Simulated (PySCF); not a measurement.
Computed shifts of a molecule C5H9N, KT2/pcSseg-1 run with PySCF, GIAO, gas phase, equivalent atoms averaged, in ppm (number of nuclei): ¹³C: 129.1 (2), 66.7 (2), 43.0 (1). ¹⁵N: 49.5 (1). ¹H: 6.02 (2), 4.19 (2), 3.57 (2), 2.69 (3). References: ¹³C against TMS (σ = 185.1 ppm); ¹⁵N against NH3 (σ = 266.2 ppm); ¹H against TMS (σ = 31.47 ppm), references at their B3LYP-D3(BJ)/def2-TZVP geometries, non-relativistic. Coordinates come from a B3LYP-D3(BJ)/def2-SVP optimisation. The values are those of a single conformer.

Q: Identify the compound among the candidates.
A. CC1=CCN1C
B. C=CC(=C)CN
C. C#CCCNC
D. CN1CC=CC1

A: D, CN1CC=CC1
